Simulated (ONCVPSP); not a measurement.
**hafnium: one change to an ONCV potential, before and after**

ONCVPSP 4.0.1 input, shortened (lines: element, Z, core and valence counts, functional; n l f; lmax; l rc ep ncon nbas qcut; lloc lpopt rc5 dvloc0; l nproj debl; icmod fcfact rcfact), PW91, fully relativistic:

```
  Hf 72.00   10    4  -109134      upf
    1    0    2.00
    2    0    2.00
    2    1    6.00
    3    0    2.00
    3    1    6.00
    3    2   10.00
    4    0    2.00
    4    1    6.00
    4    2   10.00
    4    3   14.00
    5    0    2.00
    5    1    6.00
    5    2    2.00
    6    0    2.00
    3
    0    1.80    0.00    3    6    6.40
    1    1.30    0.00    4    7    5.50
    2    2.20    0.00    5    9    3.70
    3    2.20    0.12    3    7    5.40
    4    1    1.25   -1.00
    0    2    1.50
    1    2    1.60
    2    2    1.70
    3    1    0.50
    3    6.00    1.75
```

Open shells are filled in proportion to 2j + 1.

Change: s: qcut 9.2; p: qcut 7.9; d: qcut 5.3; f: qcut 7.7.

Cutoffs: the cutoffs (Ha) at which the residual kinetic energy of the hardest occupied pseudo-wave falls to 1 and 0.1 mHa per electron; they do not see the model core or the augmentation charge, which bear on the density cutoff. Errors are all-electron minus pseudo energies relative to the spin-unpolarised reference configuration.

Task: How do hardness, ghosts and transferability respond?

Result: The potential gets softer (76 Ha and 90 Ha → 29 Ha and 72 Ha); of the 3 tests that both files solve, the error grows in 0 and shrinks in 1 by more than 15 % and 0.3 meV (median size 6.1 → 5.2 meV); neither file shows a bound ghost.

| quantity | base | changed |
| --- | --- | --- |
| cutoff, loose | 76 Ha | 29 Ha |
| cutoff, tight | 90 Ha | 72 Ha |
| loose cutoff by channel | s 15 Ha, p 76 Ha, d 45 Ha | s 21 Ha, p 29 Ha, d 12 Ha |
| bound ghosts | none | none |
| GHOST(+) flags under 300 eV | s at 143.5 eV | s at 272.5 eV |
| tests with a reliable result | 3 of 4 | 3 of 4 |
| error for 5s2 5p6 5d2 6s1, meV [ΔE 8.03 eV] | -6.1 | -5.2 |
| error for 5s2 5p6 5d2 6s0, meV [ΔE 22.26 eV] | -50 | -42 |
| error for 5s2 5p6 5d2.5 6s1.5, meV [ΔE 1.25 eV] | -4.2 | -4.0 |
| s: phases at 1.82 bohr within 0.05 rad from the reference energy up to (Ha; the scan ends near 5) | 4.8 | to the end of the scan |
| p3/2: phases at 1.32 bohr within 0.05 rad from the reference energy up to (Ha; the scan ends near 5) | to the end of the scan | to the end of the scan |
| p1/2: phases at 1.32 bohr within 0.05 rad from the reference energy up to (Ha; the scan ends near 5) | to the end of the scan | to the end of the scan |
| d5/2: phases at 2.24 bohr within 0.05 rad from the reference energy up to (Ha; the scan ends near 5) | to the end of the scan | to the end of the scan |
| d3/2: phases at 2.24 bohr within 0.05 rad from the reference energy up to (Ha; the scan ends near 5) | to the end of the scan | to the end of the scan |
| f7/2: phases at 2.24 bohr within 0.05 rad from the reference energy up to (Ha; the scan ends near 5) | 0.5 | 0.5 |
| f5/2: phases at 2.24 bohr within 0.05 rad from the reference energy up to (Ha; the scan ends near 5) | 0.5 | 0.5 |
| rms error of d²Exc/dni dnj with the model core, mHa | 2.20 | 2.06 |
